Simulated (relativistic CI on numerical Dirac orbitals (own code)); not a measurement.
Au II: sensitivity of the levels to the model

Base calculation: Dirac-Coulomb-Breit CI, orbitals from a KLI potential per configuration, model QED, valence Slater integrals scaled by 0.85, P86 correlation energy added to each configuration.

Configuration list (outside the closed core [Xe] 4f14): 5d¹⁰, 5d⁹6s, 5d⁸6s², 5d⁹6p, 5d⁹7s, 5d⁹6d, 5d⁹7p, 5d⁸6s6p, 5d⁹5f, 5d⁹7d, 5d⁹6f, 5d⁹5g, 5d⁹7f, 5d⁹6g, 5d⁸6s7s, 5d⁸6p². Levels of other configurations are missing.

Variants: (1) valence Slater integrals scaled by 0.75; (2) QED terms removed; (3) non-relativistic limit. Shifts of the energy above 5d¹⁰ ¹S0, in cm⁻¹, for the lowest level and the first level of each name with at least 55 % of one term (blank where a level changes its place among those of its configuration and J or its character, or is not in the variant):

```csv
Level,Base,Δ(1),Δ(2),Δ(3),Measured
5d¹⁰ ¹S0,0.0,0.0,0.0,0.0,0.0
5d⁹6s ³D3,17813.8,+90.8,-253.5,+33750.9,15039.6
5d⁹6s ³D2,20566.0,-105.5,-256.6,+30998.7,17640.6
5d⁹6s ³D1,29804.9,+22.9,-285.6,+21759.8,27765.8
5d⁹6s ¹D2,32022.2,-147.1,-292.7,+23519.5,29621.2
5d⁸6s² ³F4,46429.8,+1088.4,-535.3,+69216.1,40478.8
5d⁸6s² ³F3,57429.8,+1119.6,-567.8,+58216.1,52176.5
5d⁹6p ³P°2,64021.7,+697.8,-45.4,+21295.2,63053.3
5d⁸6s² ³P0,65786.1,-752.2,-545.1,+61783.6,58550.2
5d⁸6s² ³P1,68807.7,-216.4,-567.8,+58762.0,61749.4
5d⁸6s² ¹G4,71261.2,-584.7,-566.1,+60239.1,
5d⁹6p ³F°4,72282.5,+86.5,-47.8,+15550.3,72495.1
5d⁹6p ³P°1,73220.6,+276.0,-59.9,+12096.4,73403.8
5d⁹6p ³D°3,74905.3,-135.3,-56.2,,74791.5
```

Correlation outside the listed configurations is missing or only estimated: errors of thousands of cm⁻¹ between configurations and terms are usual at this charge. Rates and lifetimes follow the computed energies and can be off by large factors. The fine structure of a lone outer electron comes out too small, for d and f at times inverted, and misplaced configurations move strength between like terms. 24 of the 31 excited levels that our extract of the measured tables holds in this range could be paired (the sources list more); they are missed by 2357 cm⁻¹ on average and 7236 at most, and levels without a partner can miss by more.

Measured levels: NIST Handbook of Basic Atomic Spectroscopic Data (Sansonetti and Martin, J. Phys. Chem. Ref. Data 34, 1559 (2005)).

Ionisation energy from the two ground configurations alone: base 19.76 eV. The NIST ASD value (measured) is 20.203 eV. The gap of more than 2 % comes from missing correlation.

LS names give the leading component of a level, which can be under half, so a name can repeat, a term be missing and a line seem to break the LS rules.
